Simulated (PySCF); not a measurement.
SiEt(NCO)3, C5H5N3O3Si.
Cartesian coordinates in Å at the PBE0-D3(BJ)/def2-SVP level; atoms count from 1:
```
atom  x, y, z in Å
Si1   -0.1765   -0.2525   -0.4050
C2    -0.2310   -0.3399    1.4423
C3     0.5017    0.8036    2.1397
H4     0.1908   -1.3175    1.7340
H5    -1.2943   -0.3687    1.7373
H6     0.4350    0.7139    3.2341
H7     1.5698    0.8181    1.8733
H8     0.0792    1.7816    1.8619
N9     1.4422   -0.2508   -0.9614
C10    2.5523   -0.2473   -1.4110
O11    3.6370   -0.2456   -1.8377
N12   -0.9268    1.1775   -0.9711
C13   -1.4103    2.1487   -1.4793
O14   -1.8877    3.0972   -1.9593
N15   -0.9778   -1.5870   -1.1097
C16   -1.5066   -2.5138   -1.6538
O17   -2.0254   -3.4183   -2.1739
```

Computed at PBE0/pcSseg-1 (PySCF, non-relativistic), with Q(14N) = 0.02044 b, Q(17O) = −0.0256 b: N9, 14N (I = 1): χzz = 2.369 MHz, η = 0.000; O11, 17O (I = 5/2): χzz = -4.085 MHz, η = 0.026.

Problem. Where would the pure quadrupole (NQR) lines of 14N at N9 fall for the rigid, isolated species?

Solution. From ν± = (3/4)|χ|(1 ± η/3) and ν0 = |χ|η/2: ν+ 1.777 MHz, ν− 1.776 MHz, ν0 0.001 MHz (nitrogen bonded to C and Si).

Problem. Find the zero-field quadrupole resonance frequencies of 17O at O11.

Solution. From the eigenvalues of H = χ/[4I(2I − 1)] × [3Iz² − I(I + 1) + η(Ix² − Iy²)], steps between neighbouring levels, labelled as for η = 0: ±1/2↔±3/2 0.613 MHz, ±3/2↔±5/2 1.225 MHz (oxygen bonded to C).

In a crystal, neighbours and librations shift these lines. The basis is small and wasn't made for field gradients, so the couplings can be 20 % off.

These values come from a run that also computed NMR shieldings. On AMD EPYC 9R45, 2 threads (shared host), this took 33 s wall, 84 s CPU (grids of density and orbitals included) and 2.1 GiB of memory at its peak.

One conformer stands for the species.
